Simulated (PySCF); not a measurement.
# Ionisation energy of N⁺ by level of theory

N⁺ [He] 2s2 2p2 (3P) → N²⁺ [He] 2s2 2p1 (2P), as a difference of total energies. Calculation: PySCF 2.14, in aug-cc-pVDZ (4s3p2d, 23 functions); the non-relativistic Hamiltonian (point nucleus). Correlated levels: valence: 1s2 frozen. The calculations carry no spin-orbit coupling.

```tsv
method	ionisation energy (eV)
UHF	29.225
LDA	30.087
M06-2X	29.767
MP2 (valence)	29.462
CCSD(T) (valence)	29.303
```

Problem. Estimate what CCSD (valence) gives.

Solution. 29.295 eV, closest to CCSD(T) (valence) among the rows shown.

Problem. Estimate what SCS-MP2 (valence) gives.

Solution. 29.358 eV, closest to CCSD(T) (valence) among the rows shown.

Errors of the correlated levels include the incompleteness of this basis and the frozen core.

For comparison: 29.601 eV (semi-empirical (NIST evaluation); NIST Atomic Spectra Database, ionization energies).
